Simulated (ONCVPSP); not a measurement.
F: excitation energies, all-electron against ONCV

fluorine, optimised norm-conserving Vanderbilt (ONCV), made with ONCVPSP 4.0.1 (PBE, non-relativistic). Core [He], reference 2s2 2p3 (charge +2). Waves: 2s: rc 0.55 bohr, ncon 4, nbas 7, qcut 9.5 1/bohr, 1 projector; 2p: rc 1.40 bohr, ncon 4, nbas 7, qcut 11.4 1/bohr, 2 projectors, debl 3.1 Ha. Local part: polynomial inside 0.35 bohr (lpopt 5, dvloc0 4 Ha). Core correction: Teter function, fcfact 5.5, rcfact 1.55.

Energies are relative to the spin-unpolarised reference configuration 2s2 2p3; without spin polarisation the order of configurations can differ from experiment.

```
valence configuration  charge  ΔE all-electron (eV)  error AE − PS (meV)
              2s2 2p4      +1               -38.395                  +84
              2s2 2p2      +3                60.642                 +184
            2s2 2p4.5    +0.5               -50.247                 +148
```

(1) What are ΔE and the potential's error for 2s2 2p5?

Levels in the configuration 2s2 2p4:

| level | all-electron (eV) | pseudo (eV) |
| --- | --- | --- |
| 2s | -47.301 | -47.294 |
| 2p | -28.318 | -28.447 |

Results:

(1) ΔE = -57.796 eV all-electron; the error (AE − PS) is +204 meV.
